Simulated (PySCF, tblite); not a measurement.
C₅H₁₅NSSi₂.
Structure used (GFN2-xTB), in Å, numbered top down from 1:
```
atom  x, y, z in Å
C1     1.8019    0.5193   -1.7558
C2     1.5318    0.2602   -0.4831
S3     2.7680    0.0916    0.7633
C4     4.3313    0.4881   -0.0787
Si5   -0.2123    0.0605    0.2517
C6    -0.2981   -1.5954    1.1723
C7    -1.5007    0.1371   -1.1378
Si8   -3.2781   -0.2138   -0.5827
N9    -3.5308    0.6712    0.8727
H10    2.7951    0.6453   -2.1556
H11    0.9988    0.6140   -2.4664
H12    5.1001    0.4361    0.6854
H13    4.5326   -0.2430   -0.8564
H14    4.2798    1.4924   -0.4891
H15   -0.3808    1.1812    1.1954
H16   -0.2319   -2.4365    0.4876
H17    0.5154   -1.6842    1.8853
H18   -1.2348   -1.6799    1.7125
H19   -1.2471   -0.5835   -1.9136
H20   -1.4605    1.1164   -1.6123
H21   -4.1892    0.1335   -1.6922
H22   -3.4935   -1.6154   -0.2198
H23   -3.1799    1.6129    0.9340
H24   -4.4287    0.6118    1.3241
```

Theory: PBE0/pcSseg-1 in PySCF (dipole) on a GFN2-xTB geometry, gas phase.

Masses are those of the commonest isotopes; rigid-rotor values at the optimised geometry. The values belong to one conformer with, in the numbering `[CH2:1]=[C:2]([S:3][CH3:4])[Si@H:5]([CH3:6])[CH2:7][SiH2:8][NH2:9]`, C1–C2–S3–C4 5°, C1–C2–Si5–C6 127°, C2–Si5–C7–Si8 174°, Si5–C7–Si8–N9 45°, C7–Si8–N9–H 42° and 180°.

Question: Give the principal moments of inertia and the rotational constants in MHz.

Answer: Ia = 211.01, Ib = 1240.00, Ic = 1339.00 u·Å²; 505379 MHz·u·Å²/I gives A = 2395, B = 407.6, C = 377.4 MHz.

Question: What kind of rotor is it?

Answer: A near-prolate asymmetric top; Ray's κ = -0.970.

Question: What does the inertial defect say?

Answer: Not planar: Δ = Ic − Ia − Ib = -112.00 u·Å². For a rigid frame Δ = −2 Σ m c², so Σ m c² = 56.00 u·Å² lies off the ab plane: 19.96 from hydrogen and 36.04 from heavier atoms. The atom farthest from that plane is 2.14 Å away.

Question: Give the other two planar moments, Paa and Pbb, and the rms extents of the mass along the axes.

Answer: Paa = Σ m a² = (Ib + Ic − Ia)/2 = 1184.00 and Pbb = Σ m b² = (Ia + Ic − Ib)/2 = 155.00 u·Å². With the mass M = 177.05 u, the rms extents √(P/M) along a, b and c are 2.59, 0.94, 0.56 Å.

Question: List the rotational levels J(Ka,Kc) to J = 4 (cm⁻¹).

Answer: Above 0(0,0):
J = 1: 1(0,1) 0.0262, 1(1,1) 0.0925, 1(1,0) 0.0935
J = 2: 2(0,2) 0.0785, 2(1,2) 0.1438, 2(1,1) 0.1469, 2(2,1) 0.3458, 2(2,0) 0.3458
J = 3: 3(0,3) 0.1571, 3(1,3) 0.2209, 3(1,2) 0.2269, 3(2,2) 0.4243, 3(2,1) 0.4244, 3(3,1) 0.7583, 3(3,0) 0.7583
J = 4: 4(0,4) 0.2617, 4(1,4) 0.3236, 4(1,3) 0.3336, 4(2,3) 0.5290, 4(2,2) 0.5292, 4(3,2) 0.8631, 4(3,1) 0.8631, 4(4,1) 1.3306, 4(4,0) 1.3306
Those of J = 1 are B + C, A + C and A + B.

Question: Predict some low-J microwave lines.

Answer: The dipole components are |μa| = 0.10 D, |μb| = 1.19 D, |μc| = 0.56 D. Intensities carry the squares of the components, which stand as 0.01 : 1.00 : 0.22 (a : b : c). Some lines, for components of 0.1 D or more:

```json
{"type": "b", "branch": "R", "J(Ka,Kc)": "3(0,3) ← 2(1,2)", "MHz": "396", "lower level (cm⁻¹)": "0.144"}
{"type": "c", "branch": "Q", "J(Ka,Kc)": "3(1,3) ← 3(0,3)", "MHz": "1914", "lower level (cm⁻¹)": "0.157"}
{"type": "b", "branch": "Q", "J(Ka,Kc)": "3(1,2) ← 3(0,3)", "MHz": "2094", "lower level (cm⁻¹)": "0.157"}
{"type": "b", "branch": "R", "J(Ka,Kc)": "1(1,1) ← 0(0,0)", "MHz": "2773", "lower level (cm⁻¹)": "0.000"}
{"type": "c", "branch": "R", "J(Ka,Kc)": "1(1,0) ← 0(0,0)", "MHz": "2803", "lower level (cm⁻¹)": "0.000"}
{"type": "b", "branch": "R", "J(Ka,Kc)": "2(1,2) ← 1(0,1)", "MHz": "3527", "lower level (cm⁻¹)": "0.026"}
{"type": "b", "branch": "R", "J(Ka,Kc)": "3(1,3) ← 2(0,2)", "MHz": "4267", "lower level (cm⁻¹)": "0.079"}
{"type": "c", "branch": "R", "J(Ka,Kc)": "3(1,2) ← 2(0,2)", "MHz": "4448", "lower level (cm⁻¹)": "0.079"}
{"type": "c", "branch": "Q", "J(Ka,Kc)": "3(2,2) ← 3(1,2)", "MHz": "5918", "lower level (cm⁻¹)": "0.227"}
{"type": "b", "branch": "Q", "J(Ka,Kc)": "3(2,1) ← 3(1,2)", "MHz": "5919", "lower level (cm⁻¹)": "0.227"}
{"type": "b", "branch": "Q", "J(Ka,Kc)": "2(2,1) ← 2(1,2)", "MHz": "6053", "lower level (cm⁻¹)": "0.144"}
{"type": "b", "branch": "R", "J(Ka,Kc)": "2(2,1) ← 1(1,0)", "MHz": "7563", "lower level (cm⁻¹)": "0.093"}
{"type": "c", "branch": "R", "J(Ka,Kc)": "2(2,1) ← 1(1,1)", "MHz": "7593", "lower level (cm⁻¹)": "0.092"}
{"type": "b", "branch": "R", "J(Ka,Kc)": "2(2,0) ← 1(1,1)", "MHz": "7593", "lower level (cm⁻¹)": "0.092"}
{"type": "c", "branch": "Q", "J(Ka,Kc)": "3(3,1) ← 3(2,1)", "MHz": "10011", "lower level (cm⁻¹)": "0.424"}
{"type": "b", "branch": "Q", "J(Ka,Kc)": "3(3,0) ← 3(2,1)", "MHz": "10011", "lower level (cm⁻¹)": "0.424"}
{"type": "b", "branch": "Q", "J(Ka,Kc)": "3(3,1) ← 3(2,2)", "MHz": "10013", "lower level (cm⁻¹)": "0.424"}
{"type": "c", "branch": "R", "J(Ka,Kc)": "3(3,0) ← 2(2,0)", "MHz": "12368", "lower level (cm⁻¹)": "0.346"}
{"type": "c", "branch": "R", "J(Ka,Kc)": "3(3,1) ← 2(2,1)", "MHz": "12368", "lower level (cm⁻¹)": "0.346"}
{"type": "b", "branch": "R", "J(Ka,Kc)": "3(3,0) ← 2(2,1)", "MHz": "12368", "lower level (cm⁻¹)": "0.346"}
```

Question: Estimate the classical rotational partition function at 10 K, 100 K and 500 K.

Answer: Point group C1, symmetry number σ = 1; q = (√π/σ)·√((kT/h)³/(ABC)), k/h = 20836.6 MHz/K: 8780 at 10 K, 278000 at 100 K, 3110000 at 500 K.

Its GFN2-xTB frequencies are all real (lowest 22 cm⁻¹). Constants of a rigid frame at the computed geometry: no zero-point averaging, no centrifugal distortion. A rigid rotor knows nothing of inversion at nitrogen or internal rotation, which can split or shift real lines. Quadrupole hyperfine structure (14N) is left out.

Hardware: Intel Xeon at 2.50 GHz, one thread, on a shared host. Cost: 3.1 min wall, 1.1 GiB resident at most. This is the PBE0/pcSseg-1 job that gave the dipole, with the shieldings it also computed.
